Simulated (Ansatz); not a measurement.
Correlation energies of C₃H₉AlO, SMILES `CCC[O][AlH2]` by basis set

```
atom   x (Å)   y (Å)   z (Å)
  C1  -1.331   1.060   1.401
  C2  -0.890   0.463   0.077
  C3   0.606   0.225   0.026
  O4   1.005  -0.266  -1.224
 Al5   1.644  -1.736  -1.749
  H6  -2.410   1.223   1.423
  H7  -0.847   2.023   1.583
  H8  -1.079   0.401   2.238
  H9  -1.162   1.125  -0.752
 H10  -1.404  -0.488  -0.101
 H11   1.130   1.171   0.214
 H12   0.893  -0.464   0.835
 H13   1.920  -2.872  -0.677
 H14   1.925  -1.866  -3.295
```

Total charge 0; spin multiplicity 1. All single points use the PBE0-D4/def2-TZVP geometry. It is one conformer, not always the lowest. Frozen core, restricted reference, the Gaussian-basis code of Ansatz. CBS rows extrapolate triple and quadruple zeta; past MP2 they add the triple-zeta difference.

| basis | HF (Eh) | MP2 corr. |
| --- | --- | --- |
| def2-SVP | -435.43938 | -0.68171 |
| def2-TZVPP | -435.74708 | -0.84513 |
| def2-QZVPP | -435.76395 | -0.90323 |

**Question.** Estimate the CCSD correlation energy and the (T) correction in each basis where they were run (hartree).

**Answer.** 
| basis | CCSD corr. | (T) |
| --- | --- | --- |
| def2-SVP | -0.74244 | -0.01948 |
| def2-TZVPP | -0.89588 | -0.03258 |
| CBS(def2) | -0.99702 | as TZ |
